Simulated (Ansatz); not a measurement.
# What each rung costs, and what it gives

The pair of C2H6 (SMILES CC, atoms 1–8) and H2 (SMILES [H][H], atoms 9–10), both closed shells, in one local arrangement (a lower one may exist), relaxed at PBE0-D4/def2-TZVP:

```csv
atom,x (Å),y (Å),z (Å)
C1,0.7019,0.3466,-0.5573
C2,-0.6681,-0.2346,-0.8593
H3,1.2262,0.6268,-1.4740
H4,0.6271,1.2411,0.0655
H5,1.3317,-0.3705,-0.0252
H6,-1.1960,-0.5111,0.0568
H7,-0.5934,-1.1320,-1.4782
H8,-1.2961,0.4818,-1.3942
H9,-0.1576,-0.4688,2.5665
H10,0.0243,0.0208,3.0994
```

Interaction energies are counterpoise-corrected; the time is that of the whole pair.

Program: Ansatz 0.2.0. Basis: as named in each row. Cores are frozen in the correlated methods. B3LYP uses VWN-RPA correlation. Extrapolation: Hartree–Fock as exp(−7.88 √X), correlation as X^−2.97.

Times are rough, for one single point on 2 threads of a shared host (Arm Neoverse V2).

The estimate by CCSD(T) at an estimated basis limit (MP2 extrapolated from triple and quadruple zeta, plus CCSD(T) − MP2 in triple zeta) is -1.3 kJ/mol.

```tsv
method	basis	time (s)	interaction energy (kJ/mol)	method less estimate
HF	STO-3G	under 1	1.1	2.3
PBE-D4	STO-3G	under 1	-1.4	-0.2
SPW92	def2-SVP	under 1	-2.6	-1.4
B3LYP-D4	6-31G	under 1	-0.8	0.5
PBE-D4	def2-SVP	under 1	-2.0	-0.8
PBE0-D4	def2-SVP	under 1	-1.6	-0.4
CCSD(T)	def2-SVP	under 1	0.1	1.4
revPBE-D4	def2-TZVPPD	2	-1.7	-0.4
BLYP-D4	def2-TZVPPD	2	-0.6	0.7
PBE0-D4	def2-TZVPPD	2	-1.7	-0.5
HSE06-D4	def2-TZVPPD	2	-1.7	-0.5
PBE-D4	def2-TZVPPD	2	-2.1	-0.9
B3LYP-D4	def2-TZVPPD	2	-1.0	0.3
wB97M-V	def2-SVP	2	-0.7	0.6
r2SCAN-D4	def2-TZVPPD	3	-0.5	0.8
B2PLYP	def2-TZVPPD	4	0.2	1.5
wB97X-V	def2-TZVPPD	6	-1.3	-0.1
wB97M-V	def2-TZVPPD	6	-1.1	0.2
B97M-V	def2-TZVPPD	6	-1.2	0.1
MP2	def2-QZVPPD	15	-1.1	0.2
CCSD(T)	def2-TZVPPD	36	-1.1	0.2
```

No T1 diagnostic of these runs exceeds 0.008.
